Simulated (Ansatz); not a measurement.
**ClGaHOSi+: where a starting geometry ends**

The starting geometry of this gas-phase singlet was optimised with GFN2-xTB.

```yaml
atoms:
  - { symbol: Cl, position_ang: [-0.1711, 0.2555, 1.3524] }
  - { symbol: Ga, position_ang: [1.4835, 1.0161, -0.4734] }
  - { symbol: O, position_ang: [0.0606, -0.0374, -1.7093] }
  - { symbol: Si, position_ang: [-0.8635, -0.6621, -2.7434] }
  - { symbol: H, position_ang: [-0.8716, -0.1539, 2.3375] }
```

**Question.** Where would you expect an optimisation with PBE0-D3(BJ)/def2-SVP to take it?

**Answer.** It falls apart into GaOSi + ClH (formulas without charges). Distances that change by over a tenth: Cl1–Ga2 (2.58 → 2.93 Å). Contacts that close: Ga2–O3 (2.16 → 2.10 Å).

The energy falls by 0.42 eV over 14 steps:

```csv
step,E − E(last) (eV)
1,0.416
2,0.238
4,0.105
5,0.032
7,0.014
8,0.005
10,0.001
11,0.000
13,0.000
14,0.000
```

Final geometry (Å):

```csv
atom,x (Å),y (Å),z (Å)
Cl,-0.7376,-0.1104,1.3474
Ga,1.4061,0.8774,-0.3877
O,0.1104,0.0197,-1.8004
Si,-0.7504,-0.5725,-2.9480
H,-0.3905,0.2040,2.5525
```

No frequencies were run, so the end isn't proven a minimum. Run with Ansatz 0.2.0, 31 s on 2 threads of Intel(R) Xeon(R) Platinum 8259CL CPU @ 2.50GHz (Skylake/Cascade Lake), on a shared host.
